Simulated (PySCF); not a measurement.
CH5Si (SMILES C[SiH2]), doublet, at a GFN2-xTB geometry; CCSD(T)/STO-3G (PySCF).

Here is a job for PySCF.
```python
from pyscf import gto, scf, cc

mol = gto.Mole()
mol.atom = '''
    C    -1.192432   -0.167844    0.128286
    Si    0.664355    0.085045   -0.142966
    H    -1.777847    0.572435   -0.410162
    H    -1.513355   -1.150629   -0.206068
    H    -1.445252   -0.081555    1.184418
    H     1.111803    1.431801    0.190416
    H     1.478274   -0.955617    0.473202
'''
mol.basis = 'sto-3g'
mol.charge = 0
mol.spin = 1
mol.verbose = 4
mol.build()

mf = scf.UHF(mol)
mf.kernel()

mycc = cc.CCSD(mf)
mycc.kernel()
et = mycc.ccsd_t()
print('E(CCSD(T)) = %.10f' % (mycc.e_tot + et))
```

It wrote (shortened):

```
PySCF version 2.14.0

[INPUT] verbose = 4
[INPUT] num. atoms = 7
[INPUT] num. electrons = 25
[INPUT] charge = 0
[INPUT] spin (= nelec alpha-beta = 2S) = 1
[INPUT] symmetry False subgroup None
[INPUT] Mole.unit = angstrom
[INPUT] Symbol           X                Y                Z      unit          X                Y                Z       unit  Magmom
[INPUT]  1 C     -1.192432000000  -0.167844000000   0.128286000000 AA   -2.253369902167  -0.317179191651   0.242425405616 Bohr   0.0
[INPUT]  2 Si     0.664355000000   0.085045000000  -0.142966000000 AA    1.255448999485   0.160711758264  -0.270166585125 Bohr   0.0
[INPUT]  3 H     -1.777847000000   0.572435000000  -0.410162000000 AA   -3.359643921380   1.081745374115  -0.775093846704 Bohr   0.0
[INPUT]  4 H     -1.513355000000  -1.150629000000  -0.206068000000 AA   -2.859826479241  -2.174373680982  -0.389412083037 Bohr   0.0
[INPUT]  5 H     -1.445252000000  -0.081555000000   1.184418000000 AA   -2.731130460980  -0.154116614089   2.238225637005 Bohr   0.0
[INPUT]  6 H      1.111803000000   1.431801000000   0.190416000000 AA    2.101003174470   2.705711754878   0.359834089735 Bohr   0.0
[INPUT]  7 H      1.478274000000  -0.955617000000   0.473202000000 AA    2.793532997065  -1.805854409978   0.894222181596 Bohr   0.0

nuclear repulsion = 55.6334492415148
number of shells = 13
number of NR pGTOs = 57
number of NR cGTOs = 19
basis = sto-3g
ecp = {}

******** <class 'pyscf.scf.uhf.UHF'> ********
method = UHF
initial guess = minao
damping factor = 0
level_shift factor = 0
DIIS = <class 'pyscf.scf.diis.CDIIS'>
diis_start_cycle = 1
diis_space = 8
diis_damp = 0
SCF conv_tol = 1e-09
SCF conv_tol_grad = None
SCF max_cycles = 50
direct_scf = True
direct_scf_tol = 1e-13
number electrons alpha = 13  beta = 12
Set gradient conv threshold to 3.16228e-05
init E= -325.519219193236

cycle= 1 E= -325.850792418258  delta_E= -0.332  |g|= 0.108  |ddm|= 2.06
cycle= 2 E= -325.86496018228  delta_E= -0.0142  |g|= 0.0331  |ddm|= 0.229
cycle= 3 E= -325.866775558997  delta_E= -0.00182  |g|= 0.0104  |ddm|= 0.0958
cycle= 4 E= -325.86696642377  delta_E= -0.000191  |g|= 0.00574  |ddm|= 0.0278
cycle= 5 E= -325.867051775526  delta_E= -8.54e-05  |g|= 0.00231  |ddm|= 0.0233
cycle= 6 E= -325.867066963626  delta_E= -1.52e-05  |g|= 0.000564  |ddm|= 0.0124
cycle= 7 E= -325.867067642964  delta_E= -6.79e-07  |g|= 0.000203  |ddm|= 0.00218
cycle= 8 E= -325.867067730397  delta_E= -8.74e-08  |g|= 6.68e-05  |ddm|= 0.000733
cycle= 9 E= -325.867067740107  delta_E= -9.71e-09  |g|= 1.54e-05  |ddm|= 0.000274
cycle= 10 E= -325.867067740688  delta_E= -5.81e-10  |g|= 5.25e-06  |ddm|= 6.24e-05
Extra cycle  E= -325.867067740737  delta_E= -4.97e-11  |g|= 3.39e-06  |ddm|= 1.22e-05
converged SCF energy = -325.867067740737  <S^2> = 0.75301085  2S+1 = 2.0030086

******** <class 'pyscf.cc.uccsd.UCCSD'> ********
CC2 = 0
CCSD nocc = (np.int64(13), np.int64(12)), nmo = (19, 19)
max_cycle = 50
direct = 0
conv_tol = 1e-07
conv_tol_normt = 1e-06
diis_space = 6
diis_start_cycle = 0
diis_start_energy_diff = 1e+09
Init t2, MP2 energy = -0.0875923465206236
Init E_corr(UCCSD) = -0.0875923465338849
cycle = 1  E_corr(UCCSD) = -0.10893691234541  dE = -0.0213445658  norm(t1,t2) = 0.0577253
cycle = 2  E_corr(UCCSD) = -0.116060011796258  dE = -0.00712309945  norm(t1,t2) = 0.0226335
cycle = 3  E_corr(UCCSD) = -0.12050513848821  dE = -0.00444512669  norm(t1,t2) = 0.00991638
cycle = 4  E_corr(UCCSD) = -0.120538013206907  dE = -3.28747187e-05  norm(t1,t2) = 0.00218377
cycle = 5  E_corr(UCCSD) = -0.120557833948454  dE = -1.98207415e-05  norm(t1,t2) = 0.000626014
cycle = 6  E_corr(UCCSD) = -0.120560683004581  dE = -2.84905613e-06  norm(t1,t2) = 0.000231048
cycle = 7  E_corr(UCCSD) = -0.120557651793555  dE = 3.03121103e-06  norm(t1,t2) = 6.95504e-05
cycle = 8  E_corr(UCCSD) = -0.120557892893454  dE = -2.41099899e-07  norm(t1,t2) = 1.67697e-05
cycle = 9  E_corr(UCCSD) = -0.120558167792047  dE = -2.74898593e-07  norm(t1,t2) = 6.78532e-06
cycle = 10  E_corr(UCCSD) = -0.12055812091879  dE = 4.6873257e-08  norm(t1,t2) = 1.7674e-06
cycle = 11  E_corr(UCCSD) = -0.1205580898056  dE = 3.11131898e-08  norm(t1,t2) = 5.21906e-07
UCCSD converged
E(UCCSD) = -325.9876258305429  E_corr = -0.1205580898056004
UCCSD(T) correction = -0.000757583589450156
E(CCSD(T)) = -325.9883834141
```
